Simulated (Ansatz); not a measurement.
The cluster Ti2H4. Total charge 0; triplet. Geometry r2SCAN-D4/def2-TZVP; atoms count from 1.

```csv
atom,x (Å),y (Å),z (Å)
Ti1,-0.611,0.125,-0.163
Ti2,1.522,-0.314,0.403
H3,0.042,-1.424,0.671
H4,-2.363,0.480,-0.364
H5,0.854,-0.105,-1.342
H6,0.556,1.239,0.795
```

The charge 0 triplet is spin-contaminated (final ⟨S²⟩ up to 2.84, 2.00 for a pure state). The geometry of the triplet was relaxed on an unsound state (⟨S²⟩ 2.74, where a pure state has 2.00). At PBE0-D4/def2-TZVP a quintet of charge 0 lies 0.09 eV below the triplet, each at its own geometry. The structure comes from a short search, and lower isomers may exist.

(1) Estimate the Mulliken populations from the PBE0/def2-TZVP orbitals of Ansatz.

(2) Where does the spin sit?

(3) And the Mayer bond orders between bonded heavy atoms (over 0.3)?

Answers

(1) 
| atom | charge (e) | spin (α − β) | d electrons |
| --- | --- | --- | --- |
| Ti1 | 0.32 | -0.66 | 2.55 |
| Ti2 | 0.41 | 2.60 | 2.95 |
| H3 | -0.19 | 0.00 | – |
| H4 | -0.15 | 0.08 | – |
| H5 | -0.20 | -0.02 | – |
| H6 | -0.19 | 0.00 | – |
Mulliken values and Mayer orders depend strongly on the basis.

(2) Summed by element: Ti 1.94, H 0.06, of 2 unpaired in all. Largest on single atoms: Ti2 2.60, Ti1 -0.66, H4 0.08.

(3) Ti1–Ti2 1.33 (2.25 Å).
